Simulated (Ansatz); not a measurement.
CHClNSi, SMILES `N#C[SiH]Cl` radical. The species carries charge 0 and has multiplicity 2.

```json
{"atom": "N1", "x (Å)": "0.323", "y (Å)": "0.353", "z (Å)": "2.238"}
{"atom": "C2", "x (Å)": "0.077", "y (Å)": "0.109", "z (Å)": "1.136"}
{"atom": "Si3", "x (Å)": "-0.469", "y (Å)": "-0.331", "z (Å)": "-0.558"}
{"atom": "Cl4", "x (Å)": "-0.305", "y (Å)": "1.307", "z (Å)": "-1.755"}
{"atom": "H5", "x (Å)": "0.375", "y (Å)": "-1.439", "z (Å)": "-1.061"}
```

Question: What are the harmonic wavenumbers in cm⁻¹ at PBE0-D4/def2-TZVP (Ansatz, finite differences of forces, unscaled)? (Estimate.)

Answer: Computed: 123, 264, 350, 550, 618, 640, 758, 2240, 2298.

Question: Is this a minimum?

Answer: Yes, all 9 modes are real.

Question: Give the ideal-gas thermochemistry at 298.15 K and 1 bar (rigid rotor, harmonic oscillator; point group C1, symmetry number 1).

Answer: Zero-point energy 46.9 kJ/mol; H(298) − E = 62.3 kJ/mol; entropy 310.8 J/(mol·K), of which translation 165.1, rotation 108.8, vibration 31.2, electronic 5.8; G(298) − E = -30.4 kJ/mol.

Question: Rotational constants (cm⁻¹)?

Answer: 0.4444, 0.07986, 0.0684.
